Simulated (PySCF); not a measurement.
PySCF input (M06-2X/def2-TZVPD):

```python
from pyscf import gto, scf, dft

mol = gto.M(
    atom='''
    O    -1.99001977   -0.04417081    0.28110697
    C    -0.82593981    0.72502929    0.44243365
    C     0.41694122   -0.00800430   -0.03504399
    F     0.30208637   -0.34708787   -1.34093367
    F     1.50441376    0.77803083    0.08571460
    F     0.64757531   -1.13686132    0.64994254
    H    -2.13711251   -0.20014907   -0.65909003
    H    -0.70935467    0.92525764    1.50670822
    H    -0.86606227    1.67937330   -0.09332338
    ''',
    basis='def2-tzvpd',
    charge=0,
    spin=0,
    verbose=4,
)

mf = dft.RKS(mol, xc='m062x').density_fit(auxbasis='def2-universal-jkfit')
mf.grids.level = 4
mf.conv_tol = 1e-9
mf.max_cycle = 100
mf.max_memory = 1500
mf.kernel()
if not mf.converged:
    mf = mf.newton()
    mf.kernel(mf.make_rdm1())
mf.analyze()
```

End of the output:

```
Extra cycle  E= -452.815954447866  delta_E= -1.02e-12  |g|= 1.71e-05  |ddm|= 2.38e-05
converged SCF energy = -452.815954447866
**** SCF Summaries ****
Total Energy =                        -452.815954447865636
Nuclear Repulsion Energy =             273.040974821875068
One-electron Energy =                -1168.379672709017541
Two-electron Energy =                  442.522743439276780
Two-electron Coulomb Energy =          494.357120018554781
DFT Exchange-Correlation Energy =      -51.834376579278008
HOMO-LUMO gap [eV] =                    10.788558840629273
**** MO energy ****
MO #1   energy= -25.2884185199355  occ= 2
MO #2   energy= -25.2883877708363  occ= 2
MO #3   energy= -25.2851148223751  occ= 2
MO #4   energy= -19.6602086043816  occ= 2
MO #5   energy= -10.8012396936391  occ= 2
MO #6   energy= -10.6262221417092  occ= 2
MO #7   energy= -1.46983276145359  occ= 2
MO #8   energy= -1.38088707823462  occ= 2
MO #9   energy= -1.37923251640147  occ= 2
MO #10  energy= -1.18336085949989  occ= 2
MO #11  energy= -0.885541092767109 occ= 2
MO #12  energy= -0.78147332717711  occ= 2
MO #13  energy= -0.701367885059148 occ= 2
MO #14  energy= -0.699590383796165 occ= 2
MO #15  energy= -0.67857383433954  occ= 2
MO #16  energy= -0.60819759950714  occ= 2
MO #17  energy= -0.584637644662421 occ= 2
MO #18  energy= -0.576989009598776 occ= 2
MO #19  energy= -0.552305001296565 occ= 2
MO #20  energy= -0.54161386171811  occ= 2
MO #21  energy= -0.525664409882661 occ= 2
MO #22  energy= -0.522799586637775 occ= 2
MO #23  energy= -0.511094870786981 occ= 2
MO #24  energy= -0.444295043765297 occ= 2
MO #25  energy= -0.393506574859718 occ= 2
MO #26  energy= 0.00296565307824306 occ= 0
MO #27  energy= 0.0271055383464046 occ= 0
MO #28  energy= 0.0407912074626502 occ= 0
MO #29  energy= 0.0437363727783732 occ= 0
MO #30  energy= 0.0707369757414512 occ= 0
MO #31  energy= 0.0748738992840088 occ= 0
MO #32  energy= 0.0805304314270204 occ= 0
MO #33  energy= 0.0852584602994092 occ= 0
MO #34  energy= 0.0891134780526907 occ= 0
MO #35  energy= 0.117910604972703  occ= 0
MO #36  energy= 0.134575834780275  occ= 0
MO #37  energy= 0.139484641364897  occ= 0
MO #38  energy= 0.142836528045566  occ= 0
MO #39  energy= 0.146981117998326  occ= 0
MO #40  energy= 0.15262991606056   occ= 0
MO #41  energy= 0.163792652228591  occ= 0
MO #42  energy= 0.183293939450269  occ= 0
MO #43  energy= 0.188910915342285  occ= 0
MO #44  energy= 0.194939469310399  occ= 0
MO #45  energy= 0.217647835704858  occ= 0
MO #46  energy= 0.231392971510622  occ= 0
MO #47  energy= 0.240185432795636  occ= 0
MO #48  energy= 0.247967866259343  occ= 0
MO #49  energy= 0.254510409883349  occ= 0
MO #50  energy= 0.263093917551092  occ= 0
MO #51  energy= 0.276071312311746  occ= 0
MO #52  energy= 0.285824224875412  occ= 0
MO #53  energy= 0.292226249706241  occ= 0
MO #54  energy= 0.301566031203924  occ= 0
MO #55  energy= 0.309502052647034  occ= 0
MO #56  energy= 0.313799404067222  occ= 0
MO #57  energy= 0.328378170947408  occ= 0
MO #58  energy= 0.337723273939536  occ= 0
MO #59  energy= 0.341248015072942  occ= 0
MO #60  energy= 0.349097955205315  occ= 0
MO #61  energy= 0.362773835821082  occ= 0
MO #62  energy= 0.374662186170191  occ= 0
MO #63  energy= 0.378370363019348  occ= 0
MO #64  energy= 0.390273589236656  occ= 0
MO #65  energy= 0.397293407703037  occ= 0
MO #66  energy= 0.413274911198014  occ= 0
MO #67  energy= 0.415609302619904  occ= 0
MO #68  energy= 0.429533375779929  occ= 0
MO #69  energy= 0.439242772814536  occ= 0
MO #70  energy= 0.450960968053693  occ= 0
MO #71  energy= 0.463516795348592  occ= 0
MO #72  energy= 0.483348769796685  occ= 0
MO #73  energy= 0.516480851404606  occ= 0
MO #74  energy= 0.531887946967773  occ= 0
MO #75  energy= 0.556828443865968  occ= 0
MO #76  energy= 0.571930739094914  occ= 0
MO #77  energy= 0.580953115861728  occ= 0
MO #78  energy= 0.589883096107094  occ= 0
MO #79  energy= 0.610662103045143  occ= 0
MO #80  energy= 0.613642658383891  occ= 0
MO #81  energy= 0.619657470762527  occ= 0
MO #82  energy= 0.643951513771296  occ= 0
MO #83  energy= 0.655581989995478  occ= 0
MO #84  energy= 0.665851403693274  occ= 0
MO #85  energy= 0.672978742607701  occ= 0
MO #86  energy= 0.684427653444493  occ= 0
MO #87  energy= 0.702580014987508  occ= 0
MO #88  energy= 0.714644320374404  occ= 0
MO #89  energy= 0.729086032959825  occ= 0
MO #90  energy= 0.744916679055183  occ= 0
MO #91  energy= 0.763421272372749  occ= 0
MO #92  energy= 0.775957986911906  occ= 0
MO #93  energy= 0.788023229666623  occ= 0
MO #94  energy= 0.799105221479393  occ= 0
MO #95  energy= 0.81502320656006   occ= 0
MO #96  energy= 0.823586472314489  occ= 0
MO #97  energy= 0.837084247775727  occ= 0
MO #98  energy= 0.842618920239863  occ= 0
MO #99  energy= 0.866751490558932  occ= 0
MO #100 energy= 0.896147063902294  occ= 0
MO #101 energy= 0.904187751118723  occ= 0
MO #102 energy= 0.946700990361878  occ= 0
MO #103 energy= 0.960093201133606  occ= 0
MO #104 energy= 0.961010566887014  occ= 0
MO #105 energy= 0.974983249773749  occ= 0
MO #106 energy= 0.99586314523418   occ= 0
MO #107 energy= 1.03926917830551   occ= 0
[...]
```
